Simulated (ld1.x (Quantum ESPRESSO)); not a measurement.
## LDA (PZ) PAW dataset for scandium, scalar-relativistic all-electron reference.

ld1.x (Quantum ESPRESSO) 7.5 input, shortened:

```
&input
   title='Sc', zed=21., rel=1, dft='PZ', iswitch=3,
   config='[Ar] 3d1 4s0 4p0 4f-2'
 /
 &inputp
   pseudotype=3, lpaw=.true., tm=.true., lloc=-2, rcloc=1.70,
   nlcc=.true., new_core_ps=.true., rcore=0.85,
   which_augfun='PSQ', rmatch_augfun_nc=.true.
 /
8
4S  1  0   0.00   0.00  2.45  2.85  0.0
4S  1  0   0.00   2.70  2.45  2.85  0.0
4P  2  1   0.00   0.00  2.70  2.90  0.0
4P  2  1   0.00   1.95  2.70  2.90  0.0
3D  3  2   1.00   0.00  1.05  1.30  0.0
3D  3  2   0.00  -0.95  1.05  1.30  0.0
4F  4  3  -2.00  -0.10  2.90  3.30  0.0
4F  4  3  -2.00   1.65  2.90  3.30  0.0
 &test
   configts(1)='3d1 4s0 4p0'
 /
```

All-electron outer shells of the reference configuration (LDA (PZ), scalar-relativistic, ld1.x):

| shell | level (eV) | outermost node (bohr) | outermost maximum (bohr) |
| --- | --- | --- | --- |
| 3p | -48.97 | 0.39 | 0.97 |
| 3d | -18.13 | – | 1.07 |
| 4s | -15.84 | 1.31 | 2.70 |
| 4p | -11.62 | 1.44 | 3.18 |

Problem. Does the generator finish with these settings?

Solution. Yes, a potential is produced and its reference levels are reproduced.

Problem. Estimate the cutoffs (Ry, on a coarse ladder) from which the occupation-weighted sum of valence levels, in a spherical-Bessel basis at the reference potential, stays within 10 and 1 mRy of its value at 400 Ry.

Solution. 50 Ry and 60 Ry.

Problem. What does a ghost test show?

Solution. No extra level below or beside the all-electron valence levels (s, p, d, f tested).

Problem. Is the overlap operator S = 1 + Σ q|β⟩⟨β| positive definite (Bessel basis up to 400 Ry)?

Solution. Yes: its lowest eigenvalue is 0.70 (s channel).

Test run stopped at test 1 of 9 (negative rho).
